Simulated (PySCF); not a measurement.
**Löwdin shares of the frontier orbitals**

Compound: 2-methylthieno[3,2-b]thiophene, C7H6S2.
Z-matrix (Å and degrees, PBE0-D3(BJ)/def2-SVP geometry), rows numbered from 1:
```
C 
C   1  1.4909
C   2  1.3706  1  128.06
C   3  1.4239  2  111.80  1   179.90
S   4  1.7270  3  135.45  2  -179.61
C   5  1.7320  4   91.28  3   179.58
C   6  1.3691  5  113.30  4    -0.01
C   4  1.3925  3  113.85  2    -0.04
S   8  1.7291  4  110.55  3    -0.01
H   1  1.1019  2  111.77  3  -117.71
H   1  1.1017  2  111.78  3   121.87
H   1  1.0987  2  109.89  3     2.07
H   3  1.0904  2  123.02  1    -0.11
H   6  1.0893  5  119.30  4   179.84
H   7  1.0898  6  123.74  5   179.76
```

Computed, not measured: PySCF, TDDFT CAM-B3LYP/def2-SVPD, vertical, gas phase, core orbitals frozen in the response.

Frontier orbitals with the atoms that hold most of them (Löwdin shares over 4%, at most four atoms; ? is withheld):

```json
{"orbital": "LUMO+2", "ε (eV)": "1.18", "atoms": "S9 34%, S5 20%, H15 8%, C7 7%"}
{"orbital": "LUMO+1", "ε (eV)": "1.07", "atoms": "S9 31%, S5 27%, C1 10%, H11 4%"}
{"orbital": "LUMO", "ε (eV)": "0.21", "atoms": "?"}
{"orbital": "HOMO", "ε (eV)": "?", "atoms": "C2 18%, C6 18%, C3 13%, C7 11%"}
{"orbital": "HOMO-1", "ε (eV)": "-7.76", "atoms": "?"}
{"orbital": "HOMO-2", "ε (eV)": "-9.39", "atoms": "S5 14%, C7 14%, S9 14%, C3 14%"}
{"orbital": "HOMO-3", "ε (eV)": "-10.79", "atoms": "S9 18%, S5 16%, C6 15%, C2 11%"}
```

Question: Give the leading atoms of the LUMO.

Answer: C6 (bonded to C, S and H) 16%; C2 (bonded to 2 C and S) 16%; S5 (bonded to 2 C) 12%; S9 (bonded to 2 C) 12%. By element: carbon 32% or more, sulfur 24%.

Question: Give the leading atoms of the HOMO-1.

Answer: S9 (bonded to 2 C) 28%; S5 (bonded to 2 C) 26%; C8 (bonded to 2 C and S) 12%; C4 (bonded to 2 C and S) 11%. By element: sulfur 54%, carbon 22% or more.

Question: What is the HOMO energy, and the HOMO–LUMO gap?

Answer: ε(HOMO) = -7.33 eV; the gap is 7.54 eV (0.2771 hartree).

Question: How does S1 compare with the orbital gap of 7.54 eV?

Answer: S1 is at 4.89 eV (f = 0.310), 2.65 eV below the gap, made of HOMO→LUMO (95%). 

Question: Give energy, strength and leading configuration of S1 and S2, and follow the Löwdin shares of the leading atoms from the occupied to the empty orbital.

Answer: 
- S1 (4.89 eV, f 0.310), HOMO→LUMO (95%): C2 18% → 16%, C6 18% → 16%
- S2 (5.16 eV, f 0.106), HOMO-1→LUMO (92%): S9 28% → 12%, S5 26% → 12%, C6 at most 11% → 16%, C2 at most 11% → 16%

Orbitals of the list HOMO-3 to LUMO+2 that lie within 0.01 eV of each other are written together with a slash and their weights summed (≥ marks a lower bound); for degenerate orbitals outside that list single weights are arbitrary.
